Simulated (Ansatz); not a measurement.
C3H7NTe can be A, `C/C=N\C[TeH]`, or B, `C[Te]C(C)=N`.

Program: Ansatz. Geometries: PBE0-D4/def2-TZVP. ΔE: electronic, gas phase. CCSD(T)/CBS is the MP2 limit (def2-TZVPP, def2-QZVPP) plus CCSD(T) − MP2 in def2-TZVPP, frozen cores. Functionals use def2-TZVPP. B3LYP here is the variant with VWN-RPA as its local correlation; programs differ in this. def2 core potentials past Kr. For Te outer-core shells are correlated without core-valence functions, which leaves a few kJ/mol of doubt a bond. One conformer a species, not always the lowest.

Question: Which is lower in electronic energy at CCSD(T)/CBS, and by how much? (Estimate.)

Answer: Ansatz gave: B, by 12.2 kcal/mol.

Question: Give E(B) − E(A) in kcal/mol with CCSD/def2-TZVPP, HF/def2-TZVPP, PBE0-D4, B3LYP-D4, ωB97M-V, PBE-D4, MP2/def2-TZVPP. (Estimate.)

Answer: The calculation gave: CCSD/def2-TZVPP -10.5, HF/def2-TZVPP -9.0, PBE0-D4 -11.0, B3LYP-D4 -11.2, ωB97M-V -10.7, PBE-D4 -12.2, MP2/def2-TZVPP -12.4. None reverses the order clearly.

Largest T1 diagnostic: 0.012.

From PBE to PBE0 (25 % exact exchange), in def2-TZVPP and without D4, E(B) − E(A) moves by +1.2 kcal/mol. In def2-TZVPP, CCSD(T) changes the Hartree–Fock value by −2.1 kcal/mol (the triples alone add −0.6 kcal/mol) and MP2 by −3.4 kcal/mol.
